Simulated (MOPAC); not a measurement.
MOPAC input (AM1):

```
AM1 FORCE THERMO(298,298) PRECISE LET CHARGE=-1 GEO-OK AUX(PRECISION=9) THREADS=1
H6N3OSi

N     1.45062751 1   -0.23227311 1    0.84072316 1
Si    0.02400912 1    0.09973333 1   -0.10973069 1
N    -0.51700249 1   -1.45244751 1   -0.69880864 1
N    -1.19059309 1    0.61433898 1    1.03433501 1
O     0.28758340 1    1.19701718 1   -1.31571388 1
H     1.59537671 1   -1.01986364 1    1.40713203 1
H     2.28466818 1    0.26640589 1    0.69645543 1
H    -0.98134908 1   -2.13816859 1   -0.17319324 1
H    -0.56615129 1   -1.64138924 1   -1.66160934 1
H    -1.70158567 1    1.44175526 1    0.89525645 1
H    -1.31057242 1    0.26556333 1    1.94321620 1
```

From the output:

```
     H   11   0.010233   0.012583   0.007279   0.857392   7.323270

          HEAT OF FORMATION =    -133.624760 KCALS/MOLE

          ZERO POINT ENERGY      51.341 KCAL/MOL

           NORMAL COORDINATE ANALYSIS (Total motion = 1 Angstrom)

   Root No.       1         2         3         4         5         6         7         8

                 1 A       2 A       3 A       4 A       5 A       6 A       7 A       8 A

                 110.7     156.2     159.3     244.0     244.2     275.0     283.9     285.3

           1   -0.0022    0.0030    0.0025    0.0007   -0.0079   -0.0083   -0.0037    0.0310
           2   -0.0019   -0.0164   -0.0031   -0.0479    0.0205   -0.0254   -0.0177   -0.0164
           3    0.0023   -0.0093   -0.0218    0.0165    0.0504    0.0108    0.0038    0.0002
           4   -0.0005    0.0006    0.0018   -0.0021   -0.0053   -0.0039   -0.0122    0.0362
           5    0.0008   -0.0013    0.0011   -0.0046    0.0005    0.0023    0.0290    0.0200
           6    0.0011    0.0011    0.0001    0.0022   -0.0036    0.0101   -0.0245    0.0057
           7   -0.0043    0.0135   -0.0103    0.0485   -0.0097   -0.0166    0.0128   -0.0002
           8    0.0037   -0.0040    0.0069   -0.0200   -0.0021    0.0098    0.0229    0.0191
           9    0.0004    0.0003    0.0224   -0.0114   -0.0510   -0.0243    0.0165   -0.0055
          10    0.0040   -0.0096    0.0123   -0.0377   -0.0330    0.0271    0.0017   -0.0166
          11    0.0021    0.0191    0.0039    0.0259   -0.0401    0.0076    0.0095   -0.0095
          12    0.0018    0.0142   -0.0041    0.0289   -0.0105    0.0060   -0.0262    0.0162
          13   -0.0013   -0.0093   -0.0098   -0.0126    0.0686   -0.0022    0.0061   -0.0447
          14    0.0004    0.0058   -0.0116    0.0570    0.0272    0.0104   -0.0369   -0.0168
          15    0.0022   -0.0088    0.0027   -0.0453    0.0166    0.0049    0.0298   -0.0111
          16    0.0088   -0.0116   -0.0082   -0.0246    0.0257    0.0061   -0.0370   -0.0002
          17    0.1403   -0.1656    0.0276   -0.0311    0.0054    0.0652   -0.1306   -0.0405
          18   -0.1783    0.1772   -0.0770   -0.0398    0.1131   -0.0917    0.1144   -0.0064
          19    0.0046    0.0094    0.0140    0.0103   -0.0641    0.0329   -0.0173    0.0554
          20   -0.1010    0.1294   -0.0542   -0.1832    0.0023    0.1375   -0.1306   -0.0586
          21    0.0783   -0.1351    0.0111    0.1213    0.1117   -0.1602    0.1101    0.0155
          22    0.1915    0.2001    0.1345    0.0717    0.0838    0.0894    0.0931   -0.1275
          23   -0.0638   -0.0565   -0.0524   -0.0084    0.0108   -0.0254   -0.0463    0.0715
          24    0.0642    0.0513    0.0767   -0.0194   -0.0578    0.0109    0.0773   -0.0548
          25   -0.1002   -0.1246   -0.1211    0.1434   -0.1191    0.1604    0.1450   -0.1143
          26    0.0252    0.0279    0.0508   -0.0888   -0.0073   -0.0852   -0.0081    0.0786
          27   -0.0580   -0.0827   -0.0343    0.0196   -0.1329    0.0506    0.0943   -0.0546
          28    0.0794    0.0223   -0.1486   -0.0773   -0.1474   -0.1266   -0.0480   -0.1588
          29    0.0680    0.0497   -0.1399   -0.0010   -0.1459   -0.1382   -0.0415   -0.1397
          30   -0.0018    0.0311   -0.0128    0.0875   -0.0374   -0.0477   -0.0686   -0.0000
          31   -0.1165   -0.0617    0.1734   -0.0246   -0.0168   -0.0457   -0.0446   -0.1513
          32   -0.1490   -0.0237    0.2137    0.1209   -0.0113   -0.0722   -0.0695   -0.1083
          33   -0.0328   -0.0055    0.0412    0.0176   -0.0069   -0.0156   -0.0348   -0.0350

   Root No.       9        10        11        12        13        14        15        16

                 9 A      10 A      11 A      12 A      13 A      14 A      15 A      16 A

                 316.4     485.5     485.7     792.0     792.4     812.3     857.9     861.5

           1   -0.0102    0.0089   -0.0418    0.0175   -0.0204    0.0945    0.0128   -0.0663
           2   -0.0147    0.0635   -0.0151   -0.0300    0.0108    0.0129   -0.0194    0.0050
           3   -0.0451   -0.0614    0.0071   -0.0239    0.0039    0.0187   -0.0211   -0.0086
           4   -0.0183   -0.0067   -0.0254   -0.0062    0.0070   -0.0065   -0.0027    0.0515
           5    0.0239   -0.0246    0.0001   -0.0078   -0.0038    0.0087    0.0024   -0.0516
           6    0.0349    0.0133   -0.0132    0.0022    0.0062    0.0125    0.0050    0.0617
           7    0.0375   -0.0371    0.0650    0.0021   -0.0083   -0.0375    0.0093    0.0146
           8   -0.0000   -0.0227   -0.0479    0.0270    0.0069   -0.0878   -0.0145    0.0387
           9   -0.0302   -0.0084    0.0375    0.0282    0.0256    0.0185   -0.0263   -0.0167
          10    0.0173    0.0545    0.0420   -0.0078    0.0227   -0.0377    0.0155   -0.0382
          11   -0.0439    0.0242    0.0551    0.0108   -0.0087    0.0494   -0.0134    0.0545
          12   -0.0114    0.0388   -0.0056   -0.0041   -0.0384   -0.0745   -0.0245   -0.0868
          13   -0.0175   -0.0016    0.0230   -0.0056    0.0023   -0.0152   -0.0204   -0.0020
          14    0.0229    0.0204    0.0068   -0.0033   -0.0043    0.0201    0.0269    0.0039
          15    0.0345   -0.0146    0.0073   -0.0003    0.0040    0.0294    0.0394   -0.0045
          16   -0.0913   -0.0079   -0.0319    0.2106   -0.0788    0.0341    0.1346   -0.0744
          17   -0.0957   -0.0926    0.0363    0.0924   -0.0349   -0.0162    0.0506   -0.0333
          18   -0.0380    0.1269   -0.0484    0.0625   -0.0105   -0.0207    0.0435    0.0316
          19    0.0572   -0.0500   -0.0405   -0.1834    0.0355    0.1726   -0.1156   -0.0831
          20   -0.0955   -0.1208    0.0258    0.0588   -0.0213   -0.0136    0.0356   -0.0324
          21   -0.0323    0.1433   -0.0299    0.0719   -0.0163   -0.0251    0.0423    0.0390
          22    0.0267    0.0160   -0.1583    0.0558    0.0595    0.0034   -0.0581   -0.0055
          23    0.0871   -0.0371    0.0352    0.1646    0.1290   -0.0380   -0.1246   -0.0431
          24   -0.1022    0.0057   -0.0430   -0.0857   -0.0746   -0.0216    0.0643    0.0527
          25   -0.0226    0.0384   -0.1609   -0.0051   -0.0036   -0.0283    0.0063    0.0404
          26   -0.0529   -0.0737    0.0690   -0.1253   -0.1437   -0.1700    0.1227    0.1244
          27   -0.1018    0.0185   -0.0590   -0.0630   -0.0564   -0.0211    0.0500    0.0519
          28    0.0799   -0.0782   -0.1060   -0.0061   -0.0121   -0.0331   -0.0040   -0.0401
          29    0.0018   -0.1032   -0.0880    0.0023   -0.0023    0.0386   -0.0053    0.0280
          30   -0.0872   -0.0057   -0.0738   -0.0652    0.1953   -0.1677    0.1307   -0.2207
          31    0.1168   -0.0705   -0.0670    0.0242   -0.1499    0.0069   -0.0868    0.0121
          32   -0.0594   -0.1151   -0.0779   -0.0317    0.1223   -0.0062    0.0846   -0.0325
          33    0.0438    0.0017   -0.0365    0.0200   -0.1502   -0.0415   -0.0942   -0.0457

   Root No.      17        18        19        20        21        22        23        24

                17 A      18 A      19 A      20 A      21 A      22 A      23 A      24 A

                 861.7    1062.8    1739.9    1740.2    1742.7    3574.0    3574.1    3574.5

           1   -0.0882    0.0229   -0.0296   -0.0153    0.0186    0.0003    0.0003   -0.0003
           2   -0.0148   -0.0132    0.0018    0.0006   -0.0011    0.0162    0.0137   -0.0118
           3   -0.0174   -0.0135   -0.0034   -0.0013    0.0021    0.0156    0.0131   -0.0114
           4    0.0733   -0.0520    0.0007    0.0007   -0.0005    0.0002    0.0002    0.0002
           5    0.0654    0.0685    0.0009   -0.0004    0.0008    0.0002   -0.0000   -0.0003
           6   -0.0065    0.1005   -0.0003    0.0005    0.0012   -0.0001    0.0002   -0.0004
           7   -0.0411    0.0013   -0.0108    0.0067   -0.0073    0.0106   -0.0047    0.0058
           8   -0.0961   -0.0242   -0.0267    0.0151   -0.0176   -0.0025    0.0011   -0.0013
           9    0.0080   -0.0172   -0.0002    0.0003   -0.0003   -0.0263    0.0115   -0.0142
          10   -0.0065    0.0065    0.0003   -0.0058   -0.0046   -0.0022    0.0158    0.0155
          11   -0.0063   -0.0033    0.0007    0.0125    0.0100    0.0018   -0.0132   -0.0130
          12    0.0159   -0.0288   -0.0004   -0.0238   -0.0189    0.0013   -0.0096   -0.0093
          13   -0.0060    0.0689    0.0003    0.0001    0.0004    0.0000    0.0000   -0.0000
          14   -0.0027   -0.0907    0.0003   -0.0002   -0.0005    0.0000   -0.0000    0.0000
          15    0.0006   -0.1331    0.0000    0.0003   -0.0007    0.0000    0.0000    0.0000
          16    0.0126    0.1173    0.1865    0.0953   -0.1154    0.1101    0.0924   -0.0806
          17    0.0437    0.0454    0.0857    0.0441   -0.0526   -0.1144   -0.0959    0.0836
          18    0.0366    0.0342    0.1185    0.0600   -0.0739   -0.0828   -0.0694    0.0605
          19   -0.2103   -0.0594    0.1966    0.1012   -0.1233   -0.1156   -0.0976    0.0845
          20    0.0422    0.0218   -0.1126   -0.0560    0.0701   -0.1153   -0.0973    0.0841
          21    0.0415    0.0310   -0.0668   -0.0361    0.0426   -0.1387   -0.1170    0.1012
          22    0.0272   -0.0462    0.1207   -0.0704    0.0800   -0.0054    0.0024   -0.0029
          23   -0.0743   -0.1092    0.1524   -0.0876    0.0992    0.1461   -0.0644    0.0793
          24   -0.0075    0.0548   -0.1183    0.0680   -0.0769    0.1731   -0.0762    0.0938
          25    0.0051   -0.0041    0.0293   -0.0190    0.0197   -0.1455    0.0636   -0.0786
          26   -0.1840    0.0629    0.1884   -0.1074    0.1242   -0.1115    0.0487   -0.0603
          27   -0.0113    0.0317    0.1234   -0.0720    0.0819    0.2001   -0.0873    0.1080
          28    0.0401   -0.0052   -0.0029   -0.0504   -0.0400    0.0199   -0.1423   -0.1394
          29    0.0286    0.0058   -0.0021   -0.0155   -0.0121   -0.0222    0.1599    0.1567
          30   -0.0284    0.0704    0.0043    0.2106    0.1675    0.0034   -0.0244   -0.0240
          31    0.0650   -0.0751    0.0026    0.1216    0.0950    0.0109   -0.0813   -0.0798
          32   -0.0072    0.0691   -0.0044   -0.1543   -0.1221   -0.0037    0.0278    0.0272
          33    0.0514   -0.0816    0.0022    0.0945    0.0741   -0.0214    0.1591    0.1563

   Root No.      25        26        27

                25 A      26 A      27 A

                3626.7    3627.1    3627.2

           1    0.0118   -0.0151   -0.0106
           2   -0.0021    0.0028    0.0018
           3    0.0007   -0.0009   -0.0006
           4    0.0000   -0.0002   -0.0001
           5   -0.0001   -0.0001    0.0002
           6   -0.0001   -0.0000   -0.0002
           7   -0.0052   -0.0062    0.0020
           8   -0.0125   -0.0150    0.0048
           9   -0.0019   -0.0023    0.0009
          10   -0.0010    0.0005   -0.0019
          11    0.0043   -0.0017    0.0083
          12   -0.0092    0.0036   -0.0178
          13   -0.0000    0.0000   -0.0000
          14    0.0000   -0.0000   -0.0000
          15    0.0000    0.0000   -0.0000
          16   -0.0964    0.1240    0.0873
```

The dipole moment of an ion depends on the origin.
